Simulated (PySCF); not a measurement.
## `C[Si@H]1O[SiH2][C@@H]1[SiH3]`, C$_{2}$H$_{10}$OSi$_{3}$

Cartesian coordinates in Å; atom numbers follow the order of the lines, from 1:
```xyz
16

C    -2.452   -0.799    0.389
Si   -0.920   -0.192   -0.533
O    -0.935    1.467   -0.730
Si    0.406    1.890    0.153
C     0.686    0.022    0.504
Si    2.275   -0.791   -0.105
H    -3.358   -0.510   -0.135
H    -2.507   -0.391    1.394
H    -2.443   -1.881    0.465
H    -0.766   -0.774   -1.863
H    -0.021    2.711    1.278
H     1.357    2.540   -0.734
H     0.550   -0.233    1.555
H     3.420   -0.289    0.666
H     2.506   -0.517   -1.526
H     2.193   -2.246    0.084
```

The calculation used PySCF, TDDFT wB97X-D/def2-SVPD circular dichroism and optical rotation, one conformer, gas phase. Geometry: GFN2-xTB.

Problem. What are the CIP labels of the stereocentres?

Solution. Si2 R, C5 S.

Problem. List the lowest 12 singlet excitations with oscillator and rotatory strengths.

Solution. Rotatory strengths R in 10⁻⁴⁰ esu² cm², velocity form and length form (origin at the centre of mass); f in length form.
| state | E (eV) | λ (nm) | f | R (velocity) | R (length) | main |
| --- | --- | --- | --- | --- | --- | --- |
| 1 | 6.66 | 186 | 0.059 | -7.7 | -7.6 | HOMO→LUMO 0.88 |
| 2 | 6.71 | 185 | 0.003 | -0.1 | -0.1 | HOMO−1→LUMO 0.88 |
| 3 | 6.89 | 180 | 0.0005 | +6.4 | +6.0 | HOMO−2→LUMO 0.91 |
| 4 | 7.71 | 161 | 0.002 | +1.9 | +2.5 | HOMO→LUMO+1 0.74, HOMO−1→LUMO+1 0.08 |
| 5 | 7.82 | 158 | 0.025 | +40.8 | +38.5 | HOMO−1→LUMO+1 0.70, HOMO→LUMO+1 0.09 |
| 6 | 8.09 | 153 | 0.003 | -1.2 | +0.2 | HOMO−2→LUMO+1 0.56 |
| 7 | 8.18 | 152 | 0.013 | +12.2 | +10.6 | HOMO−4→LUMO 0.38, HOMO→LUMO+2 0.12 |
| 8 | 8.20 | 151 | 0.028 | -3.5 | -3.9 | HOMO→LUMO+2 0.56, HOMO−4→LUMO 0.09 |
| 9 | 8.27 | 150 | 0.017 | -1.8 | -1.3 | HOMO−3→LUMO 0.73, HOMO−6→LUMO 0.11 |
| 10 | 8.38 | 148 | 0.101 | +71.8 | +70.0 | HOMO−1→LUMO+2 0.52, HOMO→LUMO+3 0.10 |
| 11 | 8.44 | 147 | 0.007 | -19.1 | -18.0 | HOMO→LUMO+3 0.42, HOMO→LUMO+5 0.14 |
| 12 | 8.56 | 145 | 0.023 | +19.5 | +19.4 | HOMO→LUMO+4 0.34, HOMO→LUMO+6 0.14 |

For state 6 the two forms differ in sign, so the sign of R isn't settled.

Among the states computed, the strongest CD band (largest |R|) is state 10. The largest dissymmetry factor in size, g = 4R/(D+G), with D and G the electric and magnetic dipole strengths, is +0.11 for state 3 (velocity form, f = 0.0006), among bands with |R| over 0.5. The mirror image has the same energies and oscillator strengths and all R with the opposite sign.
